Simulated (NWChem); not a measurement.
# CH5NOSi2; SMILES O[Si@H]1N=C[SiH2]1

```xyz
10

O     -0.4801    -2.0244    -0.6588
Si     0.0119    -0.8133     0.3688
N      1.5383     0.0353    -0.0784
C      1.1406     1.2582    -0.2165
Si    -0.7820     1.3507    -0.0262
H     -0.0930    -2.9016    -0.5240
H      0.1492    -1.3569     1.7518
H      1.8754     2.0510    -0.4201
H     -1.4987     1.6455    -1.2996
H     -1.3342     2.2547     1.0266
```
Atoms are numbered in this order, from 1.

Computed with NWChem. Pople sets run with spherical d functions. All runs use the structure optimised with B3LYP/6-31G* (spherical d). B3LYP is NWChem's, with the RPA form of VWN correlation. Level: B3LYP/6-31G* with SMD (1 M gas to 1 M solution), gas-phase geometry. Reactions with the solvent are ignored.

Q: Estimate the computed values for solvent toluene. Quantities: solvation free energy (kcal/mol); cavity-dispersion-structure term (kcal/mol); dipole in solution (D).

A: 
```json
{
 "solvation free energy (kcal/mol)": "-3.1",
 "cavity-dispersion-structure term (kcal/mol)": "-0.1",
 "dipole in solution (D)": "1.20"
}
```
